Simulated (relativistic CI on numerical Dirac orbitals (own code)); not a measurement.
# Er⁴⁺: M4,5 absorption edge

Computed with this model: Dirac-Coulomb-Breit CI, separate exchange-only KLI orbitals for each configuration, QED by a radiative potential, valence Slater integrals scaled by 0.9, multiplet model of core-to-valence dipole absorption; configurations [Xe] 4f10 → [Ar] 3d9 4s2 4p6 4d10 4f11 5s2 5p6; 300 K; Lorentzian 0.9 eV and Gaussian 0.4 eV FWHM. Energies are those of the free ion, without screening or charge transfer. The branching ratio is the share of the lower-energy edge in the whole absorption, uncertain by about 0.02 where the edges overlap. S is read from ⟨S²⟩ = S(S + 1).

free ion: ground-state S = 1.94, centroid 1414.75 eV, branching ratio 0.895. Peaks (eV, height): 1405.9 (22), 1408.1 (45), 1409.4 (64), 1411.6 (100), 1413.6 (25), 1415.1 (15), 1450.8 (20).

The statistical ratio of this edge is 3/5 = 0.600. Values above it arise where the holes sit mainly in the j = l + 1/2 valence subshell or the ground state has high spin; values below it where core-valence Coulomb terms move weight to the upper edge, as in nearly empty shells.

Strongest unbroadened transitions for free ion:

```tsv
Energy (eV)	Relative strength
1405.82	20.7
1406.85	2.2
1408.06	39.2
1409.35	57.0
1410.22	9.7
1410.37	11.3
1410.60	4.5
1411.06	13.8
1411.67	100.0
1413.10	4.1
1413.71	17.6
1414.95	3.9
1415.05	3.2
1415.49	6.2
1449.73	3.5
1450.46	6.8
1450.71	10.0
1451.23	11.8
```
